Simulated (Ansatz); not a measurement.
Calculated with Ansatz (gas phase, PBE0-D4/def2-TZVP geometries, no zero-point term in ΔE). CCSD(T)/CBS adds triple-zeta CCSD(T) − MP2 to the extrapolated MP2 energy (def2 sets, frozen cores). DFT in def2-TZVPP. For Ge outer-core shells are correlated without core-valence functions, which leaves a few kJ/mol of doubt a bond. Scalar relativity is left out up to krypton. Each species was taken in one conformer, which may not be the lowest.

Consider the cleavage of the Si–Ge bond: `C[S][GeH2][SiH3]` + `C[NH][AlH][F]` → `C[N]([SiH3])[AlH][F]` + `C[S][GeH3]`.

```
    level  ΔE (eV)
r2SCAN-D4    -0.26
  ωB97M-V    -0.33
```

Task: What does CCSD(T)/CBS give? (Best estimate.)

Result: Ansatz gave: -0.30 eV. The listed levels differ from it by 0.04, -0.03 eV.

Largest T1 diagnostic among the species: 0.012.

From PBE to PBE0 (25 % exact exchange), in def2-TZVPP and without D4, ΔE moves by −0.05 eV. In def2-TZVPP, CCSD(T) changes the Hartree–Fock value by +0.09 eV (the triples alone add +0.01 eV) and MP2 by +0.04 eV.
